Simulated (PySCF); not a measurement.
A calculated (UHF, PySCF 2.14, aug-cc-pVTZ-DK3, scalar relativity by spin-free X2C-1e) atom or ion has these occupied shells.

```
shell  electrons  orbital energy (eV)  rms radius, mean of both spins (bohr)
 1s α          1             -85988.4                                 0.0184
 1s β          1             -85988.3                                 0.0184
 2s α          1             -15480.7                                 0.0742
 2s β          1             -15480.7                                 0.0742
 2p α          3             -13381.3                                 0.0684
 2p β          3             -13381.3                                 0.0684
 3s α          1              -3779.9                                  0.189
 3s β          1              -3779.8                                  0.189
 3p α          3              -3163.0                                  0.192
 3p β          3              -3163.0                                  0.192
 3d α          5              -2491.1                                  0.176
 3d β          5              -2491.1                                  0.176
 4s α          1              -895.82                                  0.416
 4s β          1              -895.65                                  0.416
 4p α          3              -689.15                                  0.443
 4p β          3              -689.09                                  0.443
 4d α          5              -435.74                                  0.471
 4d β          5              -435.71                                  0.471
 5s α          1              -170.51                                  0.943
 5s β          1              -170.13                                  0.943
 4f α          7              -156.33                                  0.510
 4f β          7              -156.30                                  0.510
 5p α          3              -111.43                                   1.08
 5p β          3              -111.32                                   1.08
 5d α          5              -40.635                                   1.45
 5d β          5              -40.241                                   1.45
 6s α          1              -28.408                                   2.49
```

Question: Name the element and its charge.

Answer: Tl²⁺ (thallium, charge +2), in [Xe] 4f14 5d10 6s1, 2S determinant.
